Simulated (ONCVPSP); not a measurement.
What the settings do to the ONCV potential of Al (Z = 13)

Base potential:

- Element: Al
- Generator: ONCVPSP 4.0.1
- Type: optimised norm-conserving Vanderbilt (ONCV)
- Functional: PBE
- Relativity: scalar-relativistic
- Frozen core: [Ne]
- Valence charge: 3
- Reference configuration: 3s2 3p0.5 (charge +0.5)
- Partial waves: 3s: rc 1.70 bohr, ncon 4, nbas 8, qcut 4.6 1/bohr, 2 projectors, debl 0.8 Ha; 3p: rc 1.80 bohr, ncon 4, nbas 9, qcut 4.9 1/bohr, 2 projectors, debl 2.4 Ha; d scattering state at 0.3 Ha: rc 1.60 bohr, ncon 4, nbas 9, qcut 5.4 1/bohr, 2 projectors, debl 3.4 Ha
- Local potential: polynomial inside 1.40 bohr (lpopt 4, dvloc0 -1 Ha)
- Core correction: Teter function, fcfact 4, rcfact 1.5

All-electron outer shells of the reference configuration (PBE, scalar-relativistic, ld1.x):

```json
{"shell": "2s", "level (eV)": "-112.00", "outermost node (bohr)": "0.16", "outermost maximum (bohr)": "0.50"}
{"shell": "2p", "level (eV)": "-73.49", "outermost node (bohr)": "–", "outermost maximum (bohr)": "0.43"}
{"shell": "3s", "level (eV)": "-11.09", "outermost node (bohr)": "0.80", "outermost maximum (bohr)": "2.06"}
{"shell": "3p", "level (eV)": "-5.70", "outermost node (bohr)": "0.81", "outermost maximum (bohr)": "2.52"}
```

Cutoffs, loose and tight: the cutoffs (Ha) at which the residual kinetic energy of the hardest occupied pseudo-wave falls to 1 and 0.1 mHa per electron. They do not see the model core or the augmentation charge, which bear on the density cutoff. Test errors are all-electron minus pseudo excitation energies from the reference, over the configurations 3s2 3p1; 3s2 3p0; 3s1 3p0; 3s1 3p2. A dash means not determined; rows that change the core or the reference have their own tests.

For the base: The cutoffs count occupied waves only; projector 2 of the p channel, the hardest unoccupied one, needs 92 Ha at the loose tolerance.

A true bound ghost makes a file unfit for plane-wave use even where its test errors are small: the radial tests pick states by their node count and pass the ghost by.

```csv
change,outcome,"cutoff, loose","cutoff, tight",bound ghosts,GHOST(+) flags above zero,largest test error (meV)
base,generated,5.9 Ha,9.8 Ha,s,none,-25
s: qcut 3.1; p: qcut 3.3; d: qcut 3.6,generated,5.8 Ha,23 Ha,none,s,-26
s: qcut 3.5; p: qcut 3.7; d: qcut 4.1,generated,5.5 Ha,11 Ha,none,s,-24
s: qcut 4.1; p: qcut 4.4; d: qcut 4.9,generated,5.8 Ha,8.1 Ha,none,s,-24
s: qcut 4.4; p: qcut 4.7; d: qcut 5.2,generated,5.9 Ha,9.0 Ha,none,s,-24
s: qcut 5.2; p: qcut 5.6; d: qcut 6.1,generated,5.7 Ha,12 Ha,s,none,-26
s: qcut 5.7; p: qcut 6.1; d: qcut 6.7,generated,5.6 Ha,14 Ha,s,none,-26
s: qcut 6.1; p: qcut 6.5; d: qcut 7.2,generated,9.8 Ha,16 Ha,s,none,-27
s: qcut 6.5; p: qcut 6.9; d: qcut 7.6,generated,12 Ha,17 Ha,s,none,-28
```
